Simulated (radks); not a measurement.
All-electron atom: a nucleus of charge 20.8 with 20 electrons in [Ar] 4s2.

All-electron calculation, Dirac Kohn-Sham, PBE, spin-unpolarised, spherical densities, finite nucleus; Fermi nuclear charge, rms radius 3.4776 fm. Program: a radial shooting solver on a logarithmic mesh with Libxc functionals.

Energy parts (eV):
total: -20317.465
kinetic: 20493.044
electron-nucleus: -48099.752
Hartree: 8323.500
exchange-correlation: -1034.256

Orbitals (lengths in bohr, moments of r in powers of bohr; r(max) is where P^2 peaks):
orbital  occ.  eigenvalue (eV)   r(max)     <r^2>
1s1/2       2        -4314.944  0.04828  0.007321
2s1/2       2        -472.5415   0.2868    0.1429
2p1/2       2        -390.6714   0.2337    0.1187
2p3/2       4        -386.2376   0.2358    0.1206
3s1/2       2         -63.1254   0.9355     1.341
3p1/2       2         -42.2872   0.9720     1.583
3p3/2       4         -41.7868   0.9780     1.604
4s1/2       2          -9.6027    2.882     12.27

The highest occupied level is 4s1/2 at -9.603 eV. The electron density at the nucleus is 7038 e/bohr^3. Summed over all electrons, <r^2> = 37.82 bohr^2, which gives a Langevin (diamagnetic) susceptibility term of -30 x 10^-6 cm^3/mol. The density falls to 0.001 e/bohr^3 at r = 4.65 bohr.
